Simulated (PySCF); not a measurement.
Computed Raman spectrum (relative Raman activity) of a molecule C2H9FSi2. Coordinates come from a PBE0-D3(BJ)/def2-SVP optimisation. The values are those of a single conformer. Method: PySCF 2.14.0 with PBE0-D3(BJ)/def2-SVP. Frequencies are harmonic and unscaled.

Lines under 2 % of the strongest are left out, and lines within 2 cm⁻¹ are merged.

ν (cm⁻¹): 411 (vw), 427 (w), 503 (vw), 611 (w), 673 (w), 733 (w), 771 (vw), 776 (vw), 846 (vw), 898 (w), 925 (w), 950 (w), 985 (vw), 1255 (vw), 1431 (w), 1472 (w), 1475 (w), 2201 (s), 2210 (s), 2226 (vs), 2236 (vs), 3050 (s), 3059 (m), 3111 (m), 3140 (s), 3146 (m) (against the strongest line: vs over 80 %, s over 45 %, m over 15 %, w over 4 %, vw less)

Problem. Which structure fits?
(A) C[SiH2][C@H](F)[SiH3]
(B) CC[SiH2][SiH2]F
(C) C[C@@H](F)[SiH2][SiH3]
(D) C[SiH](C)[SiH2]F

Solution. B, CC[SiH2][SiH2]F
